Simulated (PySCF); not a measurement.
# Polarisability and C₆ of Nb⁺ (niobium, charge +1)

[Kr] 4d4, high-spin 5D determinant. All numbers are calculated (PySCF 2.14, scalar relativity through the core potential, in aug-cc-pVTZ-PP with ECP28MDF (6s6p5d3f2g, 88 functions)). Coupled (time-dependent) response in atomic units; α is the mean over directions.

| method | mean α (bohr³) | α xx, yy, zz | C₆ (like pair) | S(−4) |
| --- | --- | --- | --- | --- |
| wB97X | 25.98 | 25.26, 25.26, 27.40 | 166.6 | 546.0 |

S(−4) is the Cauchy moment in α(ω) = α(0) + S(−4) ω² + …

Spin-orbit coupling is absent.

α(iu) at wB97X:

```tsv
u (hartree)	α(iu) (bohr³)
0	25.98
0.0500	24.72
0.100	21.91
0.200	16.50
0.300	12.95
0.500	8.874
0.750	6.170
1.00	4.585
1.50	2.820
2.00	1.893
3.00	1.002
5.00	0.4077
```

A single London oscillator, α(iu) = α/(1 + u²/ω²), gives C₆ = (3/4) ω α². Matching the computed C₆ needs ω = 4 × 166.6 / (3 × 25.98²) = 0.329 hartree.

For an ion, C₆ is the dispersion term alone; charge-induced terms of lower order in 1/R come first.

The components differ because the open shell of this determinant is not spherical; for a pure term their mean is the scalar polarisability.

Energies and moments cover only the electrons outside the core potential.
